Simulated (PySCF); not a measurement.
## Exercise with solution: oscillator strength and radiative lifetime

Al(OH)(SH)2 (AlH3OS2), SMILES [SH][Al]([OH])[SH].

Geometry optimised at B3LYP-D3(BJ)/def2-SVP. Other conformers were not sampled.

TDDFT-CAM-B3LYP/def2-SVPD in PySCF 2.14.0 puts the first singlet state with f over 0.02 at 6.12 eV (vertical), with the transition dipole (0.000, 0.000, 0.666) in atomic units.

### Question
Find the oscillator strength, the wavelength and the radiative lifetime that this transition would have in vacuum if emission retraced absorption.

### Answer

|μ|² = 0.4436 au, so |μ| = 1.69 D. ΔE = 6.12/27.211 = 0.2249 hartree. f = (2/3) ΔE |μ|² = 0.067 (the program prints 0.066).
λ = 1239.84/6.12 = 203 nm; ν = 49361 cm⁻¹.
Einstein's coefficient A = 0.6670 ν² f s⁻¹ (ν in cm⁻¹) = 1.1e8 s⁻¹, so τ = 1/A = 9.3 ns. This state is S2; the lower singlet has f = 0.000. The figure is the radiative limit of this one transition; relaxation, internal conversion, crossing to triplets and a medium change what is measured.
